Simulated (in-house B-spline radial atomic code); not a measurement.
Whole-atom quantities along the 5-electron series, configuration [He] 2s2 2p1. Computed with a B-spline radial code for spherical atoms: non-relativistic Hartree-Fock, average of the configuration, point nuclei.

This level leaves out relativity, spin-orbit splitting included, which matters for heavy ions.

```tsv
ion	Z	E/Z² (Eh)	Σ<r²> (bohr²)	n(0)/Z³ (bohr⁻³)	Lamb diamagnetic shielding (ppm)	repulsion over attraction
Sc16+	21	-1.2678	0.33017	0.67731	983.63	0.039138
Ti17+	22	-1.2725	0.298	0.67901	1032.45	0.037419
V18+	23	-1.2768	0.27032	0.68056	1081.26	0.035845
Cr19+	24	-1.2807	0.24633	0.68199	1130.08	0.034397
Mn20+	25	?	?	?	?	?
Fe21+	26	-1.2878	0.20704	0.68453	1227.71	0.031825
Co22+	27	-1.2909	0.19083	0.68566	1276.52	0.030678
Ni23+	28	-1.2938	0.17645	0.68672	1325.34	0.02961
Cu24+	29	-1.2965	0.16364	0.68771	1374.15	0.028614
Zn25+	30	-1.2991	0.15218	0.68863	1422.97	0.027683
Ga26+	31	-1.3015	0.14188	0.68949	1471.78	0.02681
Ge27+	32	-1.3037	0.1326	0.6903	1520.59	0.02599
As28+	33	-1.3058	0.12419	0.69107	1569.41	0.025219
Se29+	34	-1.3078	0.11657	0.69179	1618.22	0.024493
Br30+	35	-1.3097	0.10962	0.69247	1667.04	0.023807
Kr31+	36	-1.3115	0.10328	0.69311	1715.85	0.023158
Rb32+	37	-1.3132	0.097469	0.69372	1764.67	0.022544
Sr33+	38	?	?	?	?	?
Zr35+	40	-1.3177	0.08271	0.69537	1911.11	0.020882
Nb36+	41	-1.3191	0.07853	0.69586	1959.92	0.020381
Mo37+	42	-1.3204	0.074659	0.69634	2008.74	0.019904
Tc38+	43	-1.3216	0.071067	0.69679	2057.55	0.019448
Ru39+	44	-1.3228	0.067729	0.69722	2106.36	0.019013
Rh40+	45	?	?	?	?	?
Pd41+	46	-1.3251	0.061721	0.69803	2203.99	0.018198
```

(1) Fill in the row of Mn20+.

(2) Fill in the row of Sr33+.

(3) Fill in the row of Rh40+.

(4) With what power of Z does the column «Σ<r²> (bohr²)» change over this range?

Answers

(1) E/Z² (Eh): -1.2844; Σ<r²> (bohr²): 0.2254; n(0)/Z³ (bohr⁻³): 0.68331; Lamb diamagnetic shielding (ppm): 1178.89; repulsion over attraction: 0.033061.

(2) E/Z² (Eh): -1.3148; Σ<r²> (bohr²): 0.092138; n(0)/Z³ (bohr⁻³): 0.6943; Lamb diamagnetic shielding (ppm): 1813.48; repulsion over attraction: 0.021961.

(3) E/Z² (Eh): -1.324; Σ<r²> (bohr²): 0.06462; n(0)/Z³ (bohr⁻³): 0.69764; Lamb diamagnetic shielding (ppm): 2155.18; repulsion over attraction: 0.018597.

(4) A fit of the logarithm of its size against log Z from Z = 21 to 46 has slope -2.13. Unscreened non-relativistic hydrogenic orbitals would give -2.
